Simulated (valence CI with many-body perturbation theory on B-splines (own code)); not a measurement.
# Ba²³⁺: electric-dipole lines

Method: relativistic CI+MBPT: five valence electrons over a frozen Dirac-Fock core [Ar] 3d10, a basis of 11 s, 11 p, 10 d, 8 f, 5 g, 2 h functions for each j, with the one-electron correlation potential Σ1, the two-electron term Σ2, the three-electron term Σ3, Breit, model QED; selected CI, second order for the rest, scaled by the run's own slope (own B-spline code, finite nucleus).

No measured spectrum was set against this ion. As an estimate, levels hold to about 250 cm⁻¹ or 0.2 % of their energy and the worst to 1 %, as in measured heavy ions of charge 2 to 7; those with d or f electrons hold less well. Among the levels kept, up to 2200 cm⁻¹ of a level comes from second order outside the variational space, and about a tenth of that is noise between levels of different J, which matters for small intervals.

Lines 201 to 250 of 554 in falling wavelength, among levels below 243.23 eV, chosen from the strongest by gf and those to the six lowest levels. Wavelengths and rates use the calculated energies, so an error of 2000 cm⁻¹ moves a line at 122.8 Å by 0.25 % and its rate by three times that or more. Electric multipoles are in the length gauge, E1 and E2 with the static RPA response of the core. Weak lines are less certain than strong ones. Lines between different terms over intervals too small for the method are left out, as are lines whose strength nearly cancels. Where a level lies close to another of its J and parity, the split of strength between their lines is uncertain. The highest levels of a list are the least certain.

Levels are named by their leading jj configuration (3d3/2^4 stands for four electrons in 3d with j = 3/2), which in mixed levels can hold well under half, so a name can repeat and another be missing. Letters in brackets count levels of one name in rising energy.

| λ vac (Å) | Upper | Lower | A (s⁻¹) | S (a.u.) |
| --- | --- | --- | --- | --- |
| 122.8 | (4s^2 4p1/2 4d5/2^2) J=1/2 | (4s^2 4p1/2 4p3/2 4d5/2) J=1/2 | 4.11e+10 | 7.51e-02 |
| 122.8 | (4s 4p1/2 4p3/2^3) J=1/2 | (4s^2 4p1/2^2 4p3/2) J=3/2 | 1.48e+10 | 2.71e-02 |
| 122.8 | (4s 4p1/2^2 4p3/2 4d3/2) J=5/2 [b] | (4s 4p1/2^2 4p3/2^2) J=5/2 | 2.89e+08 | 1.58e-03 |
| 122.6 | (4s 4p1/2 4p3/2^2 4d5/2) J=3/2 [b] | (4s 4p1/2 4p3/2^3) J=5/2 | 1.06e+11 | 3.85e-01 |
| 122.6 | (4s^2 4p1/2 4d3/2 4d5/2) J=7/2 [a] | (4s^2 4p1/2 4p3/2 4d3/2) J=5/2 [a] | 1.88e+10 | 1.37e-01 |
| 122.6 | (4s 4p1/2 4p3/2^2 4d3/2) J=3/2 [f] | (4s 4p1/2 4p3/2^3) J=3/2 [b] | 3.24e+10 | 1.18e-01 |
| 122.5 | (4s^2 4p1/2 4p3/2 4d3/2) J=5/2 [b] | (4s^2 4p1/2 4p3/2^2) J=5/2 | 6.23e+10 | 3.39e-01 |
| 122.4 | (4s^2 4p1/2 4p3/2 4d5/2) J=3/2 [a] | (4s^2 4p1/2 4p3/2^2) J=3/2 | 6.92e+10 | 2.51e-01 |
| 122.4 | (4s^2 4p3/2 4d3/2 4d5/2) J=1/2 | (4s^2 4p3/2^2 4d3/2) J=1/2 | 4.36e+10 | 7.90e-02 |
| 122.3 | (4s^2 4p3/2 4d5/2^2) J=7/2 | (4s^2 4p3/2^2 4d5/2) J=9/2 | 9.86e+10 | 7.12e-01 |
| 122.2 | (4s^2 4p3/2 4d3/2 4d5/2) J=5/2 [b] | (4s^2 4p3/2^2 4d3/2) J=3/2 [a] | 2.31e+10 | 1.25e-01 |
| 122.1 | (4s 4p1/2 4p3/2^2 4d5/2) J=5/2 [d] | (4s 4p1/2 4p3/2^3) J=5/2 | 1.53e+10 | 8.27e-02 |
| 121.9 | (4s^2 4p1/2 4p3/2 4d5/2) J=3/2 [b] | (4s^2 4p1/2 4p3/2^2) J=1/2 | 6.92e+10 | 2.47e-01 |
| 121.7 | (4s^2 4p1/2 4d3/2 4d5/2) J=5/2 [a] | (4s^2 4p1/2 4p3/2 4d3/2) J=5/2 [a] | 1.33e+10 | 7.11e-02 |
| 121.6 | (4s^2 4p1/2 4p3/2 4f7/2) J=5/2 [a] | (4s^2 4p1/2 4p3/2 4d5/2) J=5/2 [b] | 6.78e+10 | 3.61e-01 |
| 121.5 | (4s^2 4p1/2 4p3/2 4d5/2) J=7/2 [b] | (4s^2 4p1/2 4p3/2^2) J=5/2 | 7.06e+10 | 5.00e-01 |
| 121.4 | (4s^2 4p1/2 4d5/2^2) J=7/2 | (4s^2 4p1/2 4p3/2 4d5/2) J=9/2 | 2.52e+10 | 1.78e-01 |
| 121.4 | (4s^2 4p1/2 4d3/2 4d5/2) J=5/2 [b] | (4s^2 4p1/2 4p3/2 4d5/2) J=5/2 [a] | 2.08e+10 | 1.10e-01 |
| 121.4 | (4s^2 4p1/2 4p3/2 4d3/2) J=3/2 [b] | (4s^2 4p1/2 4p3/2^2) J=5/2 | 6.53e+10 | 2.30e-01 |
| 121.3 | (4s 4p1/2^2 4p3/2 4d5/2) J=5/2 [b] | (4s 4p1/2^2 4p3/2^2) J=3/2 | 8.92e+10 | 4.72e-01 |
| 121.3 | (4s^2 4p1/2 4d3/2 4d5/2) J=3/2 [c] | (4s^2 4p1/2 4p3/2 4d5/2) J=3/2 [a] | 2.92e+10 | 1.03e-01 |
| 121.2 | (4s 4p1/2 4p3/2^3) J=3/2 [b] | (4s^2 4p1/2^2 4p3/2) J=3/2 | 5.50e+09 | 1.93e-02 |
| 121.2 | (4s 4p1/2^2 4p3/2 4d3/2) J=7/2 [b] | (4s 4p1/2^2 4p3/2^2) J=5/2 | 3.96e+10 | 2.78e-01 |
| 121.1 | (4s 4p3/2^3 4d5/2) J=7/2 [a] | (4s^2 4p1/2 4p3/2 4d5/2) J=7/2 [a] | 1.10e+10 | 7.69e-02 |
| 121.0 | (4s^2 4p3/2 4d3/2^2) J=3/2 [b] | (4s^2 4p3/2^2 4d3/2) J=5/2 | 7.34e+10 | 2.57e-01 |
| 120.9 | (4s 4p3/2^3 4d5/2) J=1/2 | (4s^2 4p1/2 4p3/2 4d5/2) J=3/2 [b] | 5.51e+10 | 9.62e-02 |
| 120.8 | (4s 4p1/2 4p3/2^2 4d5/2) J=3/2 [e] | (4s^2 4p1/2 4p3/2 4d3/2) J=3/2 [a] | 4.19e+10 | 1.46e-01 |
| 120.7 | (4s^2 4p1/2 4d3/2 4d5/2) J=9/2 | (4s^2 4p1/2 4p3/2 4d3/2) J=7/2 | 1.68e+10 | 1.46e-01 |
| 120.6 | (4s^2 4p1/2 4p3/2 4f7/2) J=9/2 [b] | (4s^2 4p1/2 4p3/2 4d5/2) J=7/2 [b] | 1.67e+10 | 1.44e-01 |
| 120.6 | (4s^2 4p3/2 4d5/2^2) J=7/2 | (4s^2 4p3/2^2 4d5/2) J=7/2 | 1.73e+10 | 1.20e-01 |
| 120.6 | (4s 4p3/2^3 4d5/2) J=5/2 [a] | (4s^2 4p1/2 4p3/2 4d3/2) J=5/2 [a] | 1.25e+10 | 6.47e-02 |
| 120.4 | (4s^2 4p3/2^2 4d3/2) J=3/2 [b] | (4s^2 4p3/2^3) J=3/2 | 5.05e+10 | 1.74e-01 |
| 120.4 | (4s 4p1/2^2 4p3/2 4d3/2) J=3/2 [c] | (4s 4p1/2^2 4p3/2^2) J=3/2 | 4.97e+10 | 1.71e-01 |
| 120.2 | (4s^2 4p3/2 4d5/2^2) J=9/2 | (4s^2 4p3/2^2 4d5/2) J=9/2 | 8.95e+10 | 7.67e-01 |
| 120.0 | (4s^2 4p1/2 4p3/2 4f7/2) J=7/2 | (4s^2 4p1/2 4p3/2 4d5/2) J=7/2 [b] | 1.69e+10 | 1.15e-01 |
| 119.8 | (4s^2 4p3/2 4d5/2^2) J=5/2 | (4s^2 4p3/2^2 4d5/2) J=7/2 | 8.65e+10 | 4.41e-01 |
| 119.5 | (4s 4p1/2 4p3/2^2 4d5/2) J=3/2 [a] | (4s 4p1/2 4p3/2^3) J=3/2 [a] | 3.34e+10 | 1.13e-01 |
| 119.4 | (4s 4p1/2 4p3/2^2 4d5/2) J=1/2 [d] | (4s 4p1/2 4p3/2^3) J=3/2 [b] | 8.77e+10 | 1.47e-01 |
| 119.2 | (4s 4p1/2 4p3/2^2 4d5/2) J=3/2 [c] | (4s 4p1/2 4p3/2^3) J=5/2 | 3.26e+10 | 1.09e-01 |
| 119.0 | (4s^2 4p1/2 4p3/2 4f7/2) J=5/2 [b] | (4s^2 4p1/2 4p3/2 4d5/2) J=3/2 [b] | 5.36e+10 | 2.68e-01 |
| 119.0 | (4s 4p1/2 4p3/2^2 4d5/2) J=1/2 [c] | (4s 4p1/2 4p3/2^3) J=1/2 | 8.63e+10 | 1.43e-01 |
| 118.9 | (4s^2 4p1/2 4p3/2 4f5/2) J=5/2 [a] | (4s^2 4p1/2 4p3/2 4d5/2) J=5/2 [a] | 1.27e+10 | 6.35e-02 |
| 118.9 | (4s 4p3/2^4) J=1/2 | (4s^2 4p1/2 4p3/2^2) J=3/2 | 2.62e+10 | 4.35e-02 |
| 118.9 | (4s^2 4p1/2 4d3/2 4d5/2) J=7/2 [b] | (4s^2 4p1/2 4p3/2 4d5/2) J=5/2 [a] | 1.05e+10 | 6.99e-02 |
| 118.8 | (4s 4p1/2 4p3/2^2 4d5/2) J=3/2 [d] | (4s 4p1/2 4p3/2^3) J=3/2 [b] | 3.23e+10 | 1.07e-01 |
| 118.7 | (4s^2 4p3/2^2 4d5/2) J=1/2 | (4s^2 4p3/2^3) J=3/2 | 2.91e+11 | 4.80e-01 |
| 118.7 | (4s 4p1/2 4p3/2^2 4d5/2) J=7/2 [d] | (4s 4p1/2 4p3/2^3) J=5/2 | 4.22e+10 | 2.79e-01 |
| 118.7 | (4s^2 4p1/2 4p3/2 4f5/2) J=7/2 [b] | (4s^2 4p1/2 4p3/2 4d5/2) J=7/2 [b] | 1.53e+10 | 1.01e-01 |
| 118.6 | (4s^2 4p1/2 4d3/2 4d5/2) J=1/2 | (4s^2 4p1/2 4p3/2 4d3/2) J=1/2 [a] | 1.35e+11 | 2.22e-01 |
| 118.6 | (4s^2 4p3/2 4d5/2^2) J=9/2 | (4s^2 4p3/2^2 4d5/2) J=7/2 | 9.51e+09 | 7.83e-02 |
